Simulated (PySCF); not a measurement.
Cost of response and excited-state runs on `FC[C@H](F)Br`, C2H3BrF2

Geometry:
| atom | x (Å) | y (Å) | z (Å) |
| --- | --- | --- | --- |
| F1 | 1.703 | -0.572 | 0.363 |
| C2 | 0.735 | 0.311 | -0.021 |
| C3 | -0.608 | -0.372 | 0.066 |
| F4 | -0.691 | -1.365 | -0.839 |
| Br5 | -2.003 | 0.944 | -0.269 |
| H6 | 0.912 | 0.631 | -1.061 |
| H7 | 0.748 | 1.190 | 0.642 |
| H8 | -0.797 | -0.779 | 1.070 |

PySCF with density fitting, on 1 thread of an Arm Neoverse V2, shared host. Command: `OMP_NUM_THREADS=1 python excited_run.py task.json out`

Task: How long does this run take, and how much memory?
- excited states, BHandHLYP/def2-SVP; Tamm-Dancoff; spin-orbit couplings; 5 states; 6 triplets; quadratic response for 4 states

Result: 
| run | level | basis functions | wall time | peak memory (GiB) |
| --- | --- | --- | --- | --- |
| excited states | BHandHLYP/def2-SVP | 103 | 7 s | 0.5 |

Times from a shared host are rough.
